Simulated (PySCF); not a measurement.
LiCa⁺: energy against distance

Set-up: PySCF, no relativity, basis sets Li 3-21G, Ca 3-21G. Energies in eV from Li⁺ + Ca in their ground configurations at the same level. State: ¹Σ⁺ (singlet), closed shell.

All columns are HSE06. A positive dipole points towards Ca; it is taken about the centre of mass and depends on that origin.

```csv
R (Å),E (eV),μ (D),Mulliken charge on Li (basis-dependent),HOMO (eV),LUMO (eV),Mayer bond order,⟨S²⟩
2.870,-1.034,-3.00,0.29,-8.87,-6.10,0.95,0.00
3.003,-1.138,-3.34,0.30,-8.76,-6.11,0.94,0.00
3.137,-1.198,-3.71,0.32,-8.66,-6.13,0.92,0.00
3.237,-1.221,-4.01,0.33,-8.59,-6.13,0.92,0.00
3.337,-1.228,-4.33,0.34,-8.51,-6.14,0.91,0.00
3.437,-1.222,-4.66,0.35,-8.44,-6.15,0.90,0.00
3.571,-1.199,-5.12,0.37,-8.35,-6.16,0.88,0.00
3.737,-1.152,-5.73,0.40,-8.24,-6.17,0.86,0.00
3.938,-1.079,-6.49,0.43,-8.10,-6.20,0.83,0.00
4.205,-0.969,-7.55,0.47,-7.94,-6.23,0.79,0.00
```

A fit through these points gives, at Re = 3.337 Å, μ = -4.33 D and dμ/dR = -3.24 D/Å; the reduced mass is 5.968 u.

Q: How strong is the fundamental in the double-harmonic approximation, I = 42.26·(dμ/dR)²/μred km/mol?

A: I = 42.26·(-3.24)²/5.968 = 74.3 km/mol at HSE06.

Closed-shell solutions of metal pairs were not tested for spin polarisation, which can lower them a little. For an ion De counts to the pair picked by the measured ionisation energies or electron affinities, which need not be the lowest pair at this level. 3-21G is very small, so such numbers show the basis as much as the molecule.
